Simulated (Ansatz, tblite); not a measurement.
Isomers of AlSi5 (doublet), found by a short tight-binding search and relaxed with r2SCAN-D4/def2-SVP in Ansatz.

The xTB rows come from tblite. B3LYP takes the VWN-RPA correlation. Correlated methods freeze 30 core orbitals.

Run but left out: HF/def2-TZVP, B2PLYP/def2-TZVP, MP2/def2-TZVP, CCSD/def2-TZVP, CCSD(T)/def2-TZVP (A: ⟨S²⟩ 0.92 to 1.57, where a pure state has 0.75).

A: At r2SCAN-D4/def2-TZVP, PBE0-D4/def2-TZVP, r2SCAN0-D4/def2-TZVP the charge 0 doublet is spin-contaminated (final ⟨S²⟩ up to 0.91, 0.75 for a pure state).

Other spin states weren't relaxed.

A:

```csv
atom,x (Å),y (Å),z (Å)
Al1,0.6046,-1.2090,0.5350
Si2,0.2860,0.0740,2.6445
Si3,-0.0164,1.2811,0.7507
Si4,-0.8259,-2.2011,-1.2432
Si5,-0.6082,0.0499,-1.3564
Si6,0.5599,2.0050,-1.3305
```

B:

```xyz
6

Al    1.903    0.301    0.955
Si   -1.305   -1.200    1.093
Si    0.546   -1.212   -0.414
Si    0.683    1.085   -1.367
Si   -1.384    0.017   -1.118
Si   -0.442    1.009    0.849
```

C:

Cartesian coordinates in Å:
```
Al -0.3903 0.9645 0.8743
Si 1.7961 -2.4891 0.0739
Si 0.3782 -0.8880 -0.6791
Si -1.0723 0.7481 -1.5167
Si 1.1189 -0.8347 1.5580
Si -1.8305 2.4992 -0.3103
```

D:

```
atom    x (Å)    y (Å)    z (Å)
 Al1   0.0979  -0.4873   0.7549
 Si2  -0.5938  -1.2540  -1.5849
 Si3   1.0249  -2.3927  -0.4838
 Si4   0.2272   1.3344   2.4429
 Si5  -0.6768   1.8195   0.4659
 Si6  -0.0794   0.9801  -1.5951
```

Problem. Estimate which lies lowest at each level, and how far above it the others are (eV).

Solution. 
| level | A | B | C | D |
| --- | --- | --- | --- | --- |
| GFN1-xTB | 0.59 | 0.00 | 1.04 | 1.38 |
| GFN2-xTB | 0.28 | 2.13 | 0.11 | 0.00 |
| PBE-D4/def2-SVP | 1.79 | 0.00 | 1.52 | 1.92 |
| PBE-D4/def2-TZVP | 1.91 | 0.00 | 1.65 | 2.04 |
| r2SCAN-D4/def2-TZVP | 1.96 | 0.00 | 1.67 | 2.14 |
| B3LYP-D4/def2-TZVP | 1.62 | 0.00 | 1.34 | 1.72 |
| PBE0-D4/def2-SVP | 1.94 | 0.00 | 1.62 | 2.15 |
| PBE0-D4/def2-TZVP | 2.07 | 0.00 | 1.76 | 2.26 |
| r2SCAN0-D4/def2-TZVP | 2.11 | 0.00 | 1.80 | 2.36 |
| RPA@PBE/def2-TZVP | 1.84 | 0.00 | 1.61 | 2.00 |
Point groups (tolerance 0.1 Å): A Cs, B Cs, C Cs, D not assigned. Lower isomers may exist. From def2-SVP to def2-TZVP the PBE0 values move by up to 0.14 eV, so results in the small set are rough.
